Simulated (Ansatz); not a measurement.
Ir3. The state is a doublet with charge 0. Geometry PBE0-D4/def2-TZVP.

```csv
atom,x (Å),y (Å),z (Å)
Ir1,1.137,0.319,0.679
Ir2,-1.049,0.869,-0.014
Ir3,-0.088,-1.188,-0.665
```

In the def2 sets Ir takes a core potential; there is no spin–orbit coupling. At revPBE-D4/def2-TZVP, r2SCAN-D4/def2-TZVP, r2SCAN-D4/def2-TZVPD, PBE0-D4/def2-SVP and others the charge 0 doublet is spin-contaminated (final ⟨S²⟩ up to 1.98, 0.75 for a pure state). The geometry of the doublet was relaxed on an unsound state (⟨S²⟩ 1.85, where a pure state has 0.75). At PBE0-D4/def2-TZVP a quartet of charge 0 lies 0.25 eV below the doublet, each at its own geometry. The structure comes from a short search, and lower isomers may exist.

Q: Estimate the α-spin orbital energies around the gap (eV) in Ansatz with revPBE-D4/def2-TZVP, r2SCAN-D4/def2-TZVP, r2SCAN-D4/def2-TZVPD, PBE0-D4/def2-SVP, PBE0-D4/def2-TZVP.

A: 
| orbital | revPBE-D4/def2-TZVP | r2SCAN-D4/def2-TZVP | r2SCAN-D4/def2-TZVPD | PBE0-D4/def2-SVP | PBE0-D4/def2-TZVP |
| --- | --- | --- | --- | --- | --- |
| HOMO−9 | -7.32 | -7.61 | -7.60 | -8.36 | -8.31 |
| HOMO−8 | -6.62 | -7.11 | -7.10 | -8.06 | -8.02 |
| HOMO−7 | -6.08 | -6.27 | -6.27 | -7.11 | -7.07 |
| HOMO−6 | -5.91 | -6.14 | -6.14 | -6.67 | -6.65 |
| HOMO−5 | -4.97 | -5.32 | -5.32 | -6.14 | -6.12 |
| HOMO−4 | -4.85 | -5.24 | -5.24 | -6.07 | -6.07 |
| HOMO−3 | -4.75 | -5.01 | -5.01 | -5.83 | -5.80 |
| HOMO−2 | -4.64 | -4.97 | -4.97 | -5.80 | -5.78 |
| HOMO−1 | -4.58 | -4.97 | -4.96 | -5.75 | -5.73 |
| HOMO | -4.44 | -4.80 | -4.79 | -5.54 | -5.52 |
| LUMO | -3.81 | -3.61 | -3.60 | -2.77 | -2.83 |
| LUMO+1 | -3.67 | -3.56 | -3.56 | -2.67 | -2.71 |
| LUMO+2 | -3.62 | -3.50 | -3.50 | -2.58 | -2.56 |
| LUMO+3 | -3.37 | -3.21 | -3.21 | -2.37 | -2.37 |
| LUMO+4 | -1.26 | -1.21 | -1.22 | -0.51 | -0.65 |
| LUMO+5 | -0.70 | -0.38 | -0.46 | 0.18 | 0.03 |
| β HOMO | -4.40 | -4.75 | -4.74 | -5.50 | -5.48 |
| β LUMO | -3.84 | -3.60 | -3.60 | -2.63 | -2.68 |
